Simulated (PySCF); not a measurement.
**Excitation energy of Ti by level of theory**

Ti [Ar] 3d2 4s2 (3F) → Ti [Ar] 3d3 4s1 (5F), as a difference of total energies. Computed with PySCF 2.14 in jorge-TZP-DKH (9s6p3d2f1g, 65 functions), with the spin-free X2C one-electron Hamiltonian (Gaussian nucleus). Correlated levels: valence and next inner shell: [Ne] frozen. The calculations carry no spin-orbit coupling.

```tsv
method	excitation energy (eV)
UHF	0.835
MP2 (valence and next inner shell)	0.774
SCS-MP2 (valence and next inner shell)	1.256
CCSD (valence and next inner shell)	1.051
CCSD(T) (valence and next inner shell)	1.099
```

Task: How much does correlation contribute at CCSD(T) (valence and next inner shell)?

Result: 1.099 − (0.835) = 0.264 eV, measured against UHF.

Errors of the correlated levels include the incompleteness of this basis and the frozen core.

For comparison: 0.806 eV (measured; NIST levels, between the centres of gravity of the two terms).
